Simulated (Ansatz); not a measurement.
Pulling on the B1–Br3 bond in BBr2H (SMILES BrBBr) (multiplicity 1 held, fragments rigid). Energies count from the point at 1.902 Å.
Geometry at that point (charge 0, multiplicity 1):
```
atom    x (Å)    y (Å)    z (Å)
----  -------  -------  -------
B     -0.6232  -0.3810  -0.4127
H     -1.4997  -0.9168  -0.9933
Br    -0.3283   1.4775  -0.6876
Br     0.4602  -1.3969   0.7750
```

R- and RO- levels are restricted; in cc, def2 and unpolarised 6-31G sets they are followed outwards from rest. U- levels take the lowest unrestricted solution at each point, which mixes spins at long bonds. Active spaces are followed from a long bond inwards. Levels need not reach the same state.

Cores are frozen in the correlated methods. Filled d and f shells under p-block atoms count as core.

The values were computed with Ansatz (a quantum-chemistry and plane-wave program) with Gaussian orbitals. Each number belongs to the level named beside it.

Energies in eV.

```csv
R (Å),R-MP2/cc-pVDZ,U-SCS-MP2/cc-pVDZ,"CASSCF(6,4)/cc-pVDZ","SC-NEVPT2 on CASSCF(6,4)/cc-pVDZ","FIC-MRCISD on CASSCF(6,4)/cc-pVDZ","FIC-MRCISD+Q on CASSCF(6,4)/cc-pVDZ"
1.521,2.92,2.96,3.03,2.92,2.96,2.99
1.712,0.53,0.55,0.62,0.52,0.56,0.57
1.902,0.00,0.00,0.00,0.00,0.00,0.00
2.092,0.27,0.26,0.18,0.28,0.24,0.24
2.282,0.86,0.83,0.68,0.74,0.79,0.80
2.567,1.88,1.82,1.55,1.71,1.74,1.75
2.853,2.82,3.19,2.34,2.58,2.58,2.61
3.328,4.06,[?],3.23,3.61,3.56,3.61
3.803,4.90,[?],3.63,4.13,4.03,4.10
4.374,5.48,4.39,3.77,4.42,4.21,4.29
5.135,5.70,4.42,3.81,4.50,4.26,4.34
6.086,5.47,4.43,3.81,4.50,4.27,4.35
```

### Question
Fill in the missing entries.

### Answer

- 3.328, U-SCS-MP2/cc-pVDZ: 4.07
- 3.803, U-SCS-MP2/cc-pVDZ: 4.31

Doubts at one or more of the structures used: a restricted determinant that unrestricted orbitals would lower (R-MP2/cc-pVDZ); a spin-contaminated determinant (U-SCS-MP2/cc-pVDZ); active orbitals that take no part (CASSCF(6,4)/cc-pVDZ, SC-NEVPT2 on CASSCF(6,4)/cc-pVDZ, FIC-MRCISD on CASSCF(6,4)/cc-pVDZ, FIC-MRCISD+Q on CASSCF(6,4)/cc-pVDZ).
